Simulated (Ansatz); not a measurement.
Basis-set extrapolation for ClH₅O₄Si₂ (`O[SiH](O)O[SiH](O)Cl`) (PBE0-D4/def2-TZVP geometry, frozen core, Ansatz 0.2.0). Multiplicity 1, RHF reference.

|  | def2-TZVPP | def2-QZVPP |
| --- | --- | --- |
| HF | -1340.253582 | -1340.300898 |
| MP2 correlation | -1.371119 | -1.489523 |
| CCSD(T) correlation | -1.459392 | not run |

Energies in hartree. Use E(X) = E(∞) + A·exp(−7.88·√X) for Hartree–Fock and E(X) = E(∞) + B·X^(−2.97) for correlation, with X = 3 and 4, and add CCSD(T) minus MP2 of the smaller set to the MP2 limit.

Q: What is the CCSD(T) energy at the basis-set limit?

A: HF limit: -1340.300898 + (-0.047316) × 0.13774 = -1340.30742. MP2 limit: -1.489523 + (-0.118404) × 0.74074 = -1.57723. Higher-order term: -1.459392 − (-1.371119) = -0.08827. Total: -1341.97292 hartree, 682.5 kJ/mol below CCSD(T)/def2-TZVPP.
